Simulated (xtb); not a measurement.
H2Be (SMILES [BeH2]), singlet, from a rough starting geometry (GFN-xTB shapes and energies of metal compounds can be far from the true ones); GFN2-xTB (xtb).

The xtb input:
```
$ xtb mol.xyz --gfn 2 --opt vtight --json

# file mol.xyz
3

Be     0.00026797    -0.00156426     0.03619902
H      0.51823149    -0.70726887     0.88276727
H     -0.53690412     0.66861380    -0.94423706
```

### Question
What does xtb print? Leave out banner, timings and long lists.

### Answer

```
   ID    Z sym.   atoms
    1    4 Be     1
    2    1 H      2, 3

           -------------------------------------------------
          |                Calculation Setup                |
           -------------------------------------------------

           -------------------------------------------------
          |                 G F N 2 - x T B                 |
           -------------------------------------------------

          ...................................................
          :                      SETUP                      :
          :.................................................:
          :  # basis functions                   6          :
          :  # atomic orbitals                   6          :
          :  # shells                            4          :
          :  # electrons                         4          :
          :  max. iterations                   250          :
          :  Hamiltonian                  GFN2-xTB          :
          :  restarted?                      false          :
          :  GBSA solvation                  false          :
          :  PC potential                    false          :
          :  electronic temp.          300.0000000     K    :
          :  accuracy                    1.0000000          :
          :  -> integral cutoff          0.2500000E+02      :
          :  -> integral neglect         0.1000000E-07      :
          :  -> SCF convergence          0.1000000E-05 Eh   :
          :  -> wf. convergence          0.1000000E-03 e    :
          :  Broyden damping             0.4000000          :
          :  net charge                          0          :
          :  unpaired electrons                  0          :
          ...................................................

 iter      E             dE          RMSdq      gap      omega  full diag
   1     -1.6969771 -0.169698E+01  0.254E+01    4.07       0.0  T
   2     -1.7186174 -0.216403E-01  0.106E+01    6.55       1.0  T
   3     -1.7000860  0.185314E-01  0.940E+00    4.58       1.0  T
   4     -1.7355495 -0.354636E-01  0.378E-01    5.93       1.0  T
   5     -1.7358981 -0.348520E-03  0.452E-02    6.05       1.3  T
   6     -1.7358985 -0.468142E-06  0.689E-03    6.06       8.4  T
   7     -1.7358985 -0.322664E-08  0.111E-03    6.06      52.2  T
   8     -1.7358985  0.349532E-09  0.264E-04    6.06     218.6  T
   9     -1.7358985 -0.325310E-09  0.182E-04    6.06     316.4  T

   *** convergence criteria satisfied after 9 iterations ***

         :::::::::::::::::::::::::::::::::::::::::::::::::::::
         ::                     SUMMARY                     ::
         :::::::::::::::::::::::::::::::::::::::::::::::::::::
         :: total energy              -1.715522075247 Eh    ::
         :: gradient norm              0.032680925581 Eh/a0 ::
         :: HOMO-LUMO gap              6.055228685144 eV    ::
         ::.................................................::
         :: SCC energy                -1.735898539145 Eh    ::
         :: -> isotropic ES           -0.032962064571 Eh    ::
         :: -> anisotropic ES          0.008559055363 Eh    ::
         :: -> anisotropic XC         -0.013163739566 Eh    ::
         :: -> dispersion             -0.000532651137 Eh    ::
         :: repulsion energy           0.020376463898 Eh    ::
         :: add. restraining           0.000000000000 Eh    ::
         :: total charge               0.000000000000 e     ::
         :::::::::::::::::::::::::::::::::::::::::::::::::::::

      -----------------------------------------------------------
     |                   =====================                   |
     |                        A N C O P T                        |
     |                   =====================                   |
     |               Approximate Normal Coordinate               |
     |                Rational Function Optimizer                |
[...]
 * total energy  :    -1.7155221 Eh     change       -0.7694756E-10 Eh
 * total energy  :    -1.7166027 Eh     change       -0.1080593E-02 Eh
 * total energy  :    -1.7168066 Eh     change       -0.2039328E-03 Eh
 * total energy  :    -1.7168102 Eh     change       -0.3624654E-05 Eh
 * total energy  :    -1.7168110 Eh     change       -0.7645784E-06 Eh
 * total energy  :    -1.7168111 Eh     change       -0.6994647E-07 Eh
   *** GEOMETRY OPTIMIZATION CONVERGED AFTER 6 ITERATIONS ***
[...]

   *** convergence criteria satisfied after 3 iterations ***

         :::::::::::::::::::::::::::::::::::::::::::::::::::::
         ::                     SUMMARY                     ::
         :::::::::::::::::::::::::::::::::::::::::::::::::::::
         :: total energy              -1.716811060046 Eh    ::
         :: gradient norm              0.000020890128 Eh/a0 ::
         :: HOMO-LUMO gap              6.057667127388 eV    ::
         ::.................................................::
         :: SCC energy                -1.733871415569 Eh    ::
         :: -> isotropic ES           -0.032896611053 Eh    ::
         :: -> anisotropic ES          0.008712365557 Eh    ::
         :: -> anisotropic XC         -0.013419730383 Eh    ::
         :: -> dispersion             -0.000527403708 Eh    ::
         :: repulsion energy           0.017060355523 Eh    ::
         :: add. restraining           0.000000000000 Eh    ::
         :: total charge              -0.000000000000 e     ::
         :::::::::::::::::::::::::::::::::::::::::::::::::::::

           -------------------------------------------------
          |                Property Printout                |
           -------------------------------------------------

    * Orbital Energies and Occupations

         #    Occupation            Energy/Eh            Energy/eV
      -------------------------------------------------------------
         1        2.0000           -0.4392538             -11.9527
         2        2.0000           -0.4174978             -11.3607 (HOMO)
         3                         -0.1948826              -5.3030 (LUMO)
         4                         -0.1948826              -5.3030
         5                          0.1729119               4.7052
         6                          0.9500370              25.8518
      -------------------------------------------------------------
                  HL-Gap            0.2226152 Eh            6.0577 eV
             Fermi-level           -0.3061902 Eh           -8.3319 eV

     #   Z          covCN         q      C6AA      α(0)
     1   4 Be       1.772     0.484    14.069     8.706
     2   1 H        0.886    -0.242    14.668     5.995
     3   1 H        0.886    -0.242    14.668     5.995

 Mol. C6AA /au·bohr⁶  :        123.426483
 Mol. C8AA /au·bohr⁸  :       2512.368887
 Mol. α(0) /au        :         20.695283

Wiberg/Mayer (AO) data.
largest (>0.10) Wiberg bond orders for each atom

 ---------------------------------------------------------------------------
     #   Z sym  total        # sym  WBO       # sym  WBO       # sym  WBO
 ---------------------------------------------------------------------------
     1   4 Be   1.879 --     2 H    0.940     3 H    0.940
     2   1 H    0.941 --     1 Be   0.940
     3   1 H    0.941 --     1 Be   0.940
 ---------------------------------------------------------------------------

Topologies differ in total number of bonds
Writing topology from bond orders to xtbtopo.mol

molecular dipole:
                 x           y           z       tot (Debye)
 q only:       -0.000       0.000       0.000
   full:       -0.000       0.001       0.001       0.003
molecular quadrupole (traceless):
                xx          xy          yy          xz          yz          zz
 q only:        0.670       0.972       0.148      -1.291       1.683      -0.819
  q+dip:        0.339       0.491       0.075      -0.652       0.850      -0.414
   full:        1.326       1.922       0.293      -2.552       3.328      -1.619

optimized geometry written to: xtbopt.xyz

           -------------------------------------------------
          | TOTAL ENERGY               -1.716811060046 Eh   |
          | GRADIENT NORM               0.000020890128 Eh/α |
          | HOMO-LUMO GAP               6.057667127388 eV   |
           -------------------------------------------------

normal termination of xtb
```
